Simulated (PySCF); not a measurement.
**Pd(OH)₂: fields on a plane**

These are results of UPBE0 in PySCF with Pd def2-SVP with ECP28, O def2-SVP, H def2-SVP; scalar-relativistic core potentials, no spin–orbit coupling; density-fitted integrals, not measurements.

The triplet minimum has O–H 0.966 Å (×2), Pd–O 1.889 Å (×2); H–O–Pd 118.9° (×2), O–Pd–O 180.0°.

The plane holds Pd1 at (0.00, 0.00), O2 at (1.89, 0.00), O3 at (-1.89, 0.00), H4 at (2.36, 0.85), H5 at (-2.36, -0.85) Å. Columns run from x = -4.35 to 4.65 Å, rows from y = 3.15 (top) to -2.85 Å, in steps of 0.3 Å. Other isomers or separated fragments may lie lower. Core electrons replaced by a potential are absent, the electrostatic potential uses the reduced nuclear charge, and values within about 0.7 Å of such atoms have no physical meaning.

Q: Give the highest occupied orbital (Å^-3/2) at -7.50 eV (cut at ±0.3; overall sign arbitrary). Every second row and column.

A: 
```
 0.00  0.00  0.00  0.00  0.00  0.00 -0.01 -0.01 -0.01 -0.01  0.00  0.00  0.00  0.00  0.00  0.00
 0.00  0.00  0.00  0.00 -0.01 -0.01 -0.02 -0.03 -0.02 -0.02 -0.01  0.00  0.00  0.00  0.00  0.00
 0.00  0.00  0.00  0.00 -0.01 -0.03 -0.05 -0.07 -0.06 -0.04 -0.02 -0.01  0.00  0.00  0.00  0.00
 0.00  0.00  0.01  0.03  0.02 -0.04 -0.11 -0.17 -0.12 -0.08 -0.07 -0.04  0.00  0.00  0.00  0.00
 0.00  0.01  0.05  0.13  0.13 -0.05 -0.15 -0.30 -0.04 -0.08 -0.18 -0.03  0.05  0.02  0.00  0.00
 0.00  0.02  0.07  0.30  0.30 -0.20  0.30  0.06  0.30  0.00 -0.30  0.30  0.13  0.03  0.01  0.00
 0.00  0.01  0.05  0.12 -0.17 -0.23  0.20  0.02 -0.09 -0.06  0.03  0.30  0.12  0.03  0.00  0.00
 0.00  0.00  0.02  0.00 -0.09 -0.11 -0.10 -0.22 -0.22 -0.09  0.01  0.07  0.05  0.01  0.00  0.00
 0.00  0.00  0.00 -0.01 -0.03 -0.05 -0.08 -0.10 -0.10 -0.05 -0.01  0.01  0.01  0.00  0.00  0.00
 0.00  0.00  0.00  0.00 -0.01 -0.02 -0.03 -0.04 -0.04 -0.03 -0.01  0.00  0.00  0.00  0.00  0.00
 0.00  0.00  0.00  0.00  0.00 -0.01 -0.01 -0.01 -0.01 -0.01 -0.01  0.00  0.00  0.00  0.00  0.00
```

Q: Give the lowest empty orbital (Å^-3/2) at -3.92 eV (cut at ±0.3; overall sign arbitrary). Lower edges of the bins (Å^-3/2): '_' -0.300, '.' -0.240, ':' -0.180, '-' -0.120, '=' -0.060, '+' 0.000, '*' 0.060, '#' 0.120, '%' 0.180, '@' 0.240; top 0.30, each point printed twice.

A: 
```
==============================================================
==============================================================
==============================================================
============================--================================
========================------------==========================
======================----::::::------========================
======++++++++++====----::......::--------====================
====++++++++++++++==----..______::----------====++++++========
====++++++++******++----..______==++==--::--==++++++++++======
==++++++++**##@@%%++--====..__==@@@@++::..--++**++++++++++====
==++++++++**%%@@@@::--++@@@@==@@@@@@**::__==@@##**++++++++====
==++++++++**##@@==__::**@@@@@@==@@@@++--::@@@@%%**++++++++====
==++++++++++**++--..::++@@@@==__..====--++%%@@##**++++++++====
====++++++++++==--::--==++==______..----++******++++++++======
======++++++====----------::______..----==++++++++++++++======
==================--------::......::----====++++++++++========
======================------::::::----========================
========================------------==========================
==============================--==============================
==============================================================
==============================================================
```

Open d and f shells are described by one determinant, and the ground state may have another occupation or spin.
